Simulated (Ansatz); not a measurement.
**Energy profile**

The step: SiH₄SO ([OH][SiH2][SH]) + SiH₄ → Si₂H₆O ([OH][SiH2][SiH3]) + H₂S; bonds formed: Si1–Si7, S2–H6; bonds broken: Si1–S2, H6–Si7 (atoms numbered as in the saddle structure below).

```
12
angstrom
Si 0.3609 -0.1688 -0.9809
S 1.9988 0.6227 0.8884
H -0.9024 -0.5527 -1.6943
H 1.2709 -1.3318 -1.0423
O 0.6166 1.2575 -1.7337
H 0.3360 -0.0735 0.7417
Si -1.3330 -0.7101 0.8697
H 1.4061 1.7929 1.1874
H 1.4098 1.7031 -1.4172
H -2.3800 0.2681 0.4886
H -1.1620 -0.7399 2.3452
H -1.6216 -2.0677 0.3474
```

Electronic energies by CCSD(T) at an estimated basis limit (MP2 extrapolated from triple and quadruple zeta, plus CCSD(T) − MP2 in triple zeta), on PBE0-D4/def2-TZVP structures; Si2H8SO, closed shell; no counterpoise correction. Program: Ansatz 0.2.0. Basis: def2-TZVPP and def2-QZVPP. Cores are frozen in the correlated methods. Extrapolation: Hartree–Fock as exp(−7.88 √X), correlation as X^−2.97.

(1) Give the profile in eV, counted from the separated reactants. (Judge from chemistry; the value comes from the calculation.)

The T1 diagnostic stays at or below 0.015.

## Answers

(1) By the calculation:
```tsv
point	eV
separated: SiH4SO (linked as [OH][SiH2][SH]; Si1, S2, H3, H4, O5, H8, H9; singlet) + SiH4 (H6, Si7, H10, H11, H12; singlet)	0.000
start structure	-0.080
saddle	2.571
end structure	0.622
separated: Si2H6O (linked as [OH][SiH2][SiH3]; Si1, H3, H4, O5, Si7, H9, H10, H11, H12; singlet) + H2S (S2, H6, H8; singlet)	0.815
```

For scale, one of the runs: CCSD(T)/def2-TZVPP, 269 basis functions, launched by `ansatz run in.yaml --threads 4 --pin off --events-out ev --progress --plain --max-ram 9574MiB`. Time: 2.7 min of wall clock on 4 CPU threads of an Intel Xeon Platinum 8259CL; the host was shared. Peak host memory: 6.3 GiB.
